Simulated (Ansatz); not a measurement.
In(H2O)F3 (InOF₃H₂). Total charge 0; triplet. Geometry PBE0-D4/def2-SVP, that of the neutral singlet; atoms count from 1.

```xyz
7

In   -0.525   -0.841    0.036
O     0.842    0.915   -0.440
H     1.374    0.972    0.369
H     0.220    1.660   -0.402
F    -0.493   -2.276   -1.268
F    -1.938    0.517    0.016
F     0.520   -0.946    1.689
```

In the def2 sets In takes a core potential; there is no spin–orbit coupling. At PBE0-D4/def2-TZVP a singlet of charge 0 lies 5.96 eV below the triplet at the same geometry.

Question: Estimate the Mulliken populations from the PBE0/def2-TZVP orbitals of Ansatz.

Answer: 
```
atom  charge (e)  spin (α − β)
 In1        0.72          0.86
  O2       -0.55         -0.01
  H3        0.36          0.02
  H4        0.36          0.02
  F5       -0.22          0.45
  F6       -0.33          0.33
  F7       -0.33          0.33
```
Mulliken values and Mayer orders depend strongly on the basis.

Question: Where does the spin sit?

Answer: Summed by element: In 0.86, O -0.01, H 0.04, F 1.11, of 2 unpaired in all. Largest on single atoms: In1 0.86, F5 0.45, F7 0.33.

Question: And the Mayer bond orders between bonded heavy atoms (over 0.3)?

Answer: In1–F5 0.54 (1.94 Å); In1–F6 0.55 (1.96 Å); In1–F7 0.55 (1.96 Å).
